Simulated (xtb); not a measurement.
In(H)2(OSiH3) (H₅InOSi), SMILES [InH2][O][SiH3]. All values are semi-empirical tight-binding results from xtb (GFN2-xTB unless named), good for trends rather than for accurate numbers. Geometry optimised at GFN2-xTB.

Optimised geometry:

```xyz
8

In    -0.1051     0.1653     0.9444
H     -1.5688     0.6024     1.6833
H      1.4171    -0.0687     1.6786
O     -0.2833    -0.0896    -0.9750
Si     0.4130    -0.4482    -2.3900
H      1.2764     0.6707    -2.7986
H     -0.7066    -0.6381    -3.3152
H      1.2182    -1.6749    -2.2617
```
Charge 0, spin multiplicity 1.

For metal compounds this method's bond lengths and energies can be far off.

Task: Estimate the properties. (The exact figures need the calculation; the answer reports its results.)

Result: 
| Property | Value |
|---|---|
| orbital gap | 3.38 eV |
| zero-point energy | 22.8 kcal/mol |
| G − E(el) at 298.15 K (modified RRHO) | 2.7 kcal/mol |

Task: Give the atomic charges and the Wiberg bond orders between heavy atoms. (An estimate is asked for; the answer gives what the named calculation found.)

Result: charges (e) In1 0.31, H2 -0.02, H3 -0.03, O4 -0.48, Si5 0.51, H6 -0.10, H7 -0.09, H8 -0.10. Bond orders In1–O4 0.93, O4–Si5 1.15.
